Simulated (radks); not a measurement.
Values are calculated unless marked as measured or tabulated.
Task: Species: Ga2+. Configuration: [Ar] 3d10 4s1 (the NIST ground configuration). Level of theory: scalar-relativistic Kohn-Sham, BP86, spin-polarised, spherical densities, point nucleus; open shells are filled with parallel spins first (a radial shooting solver on a logarithmic mesh with Libxc functionals). Some entries of the table are withheld. Estimate them.

orbital,occ.,eigenvalue (eV),<r> (bohr)
1s up,1,-10253.63,0.04859
1s down,1,-10253.56,0.04859
2s up,1,-1283.004,0.2178
2s down,1,-1282.990,0.2178
2p up,3,-1119.505,0.1907
2p down,3,-1119.481,0.1907
3s up,1,-168.5544,0.6521
3s down,1,-168.4918,0.6517
3p up,3,-119.3138,0.6795
3p down,3,-119.2263,0.6786
3d up,5,-39.5822,0.8024
3d down,5,-39.3376,0.7936
4s up,1,-26.8802,(1)
4s down,0,-25.3760,(2)

Result: 
(1) 4s up <r> (bohr): 2.059
(2) 4s down <r> (bohr): 2.071
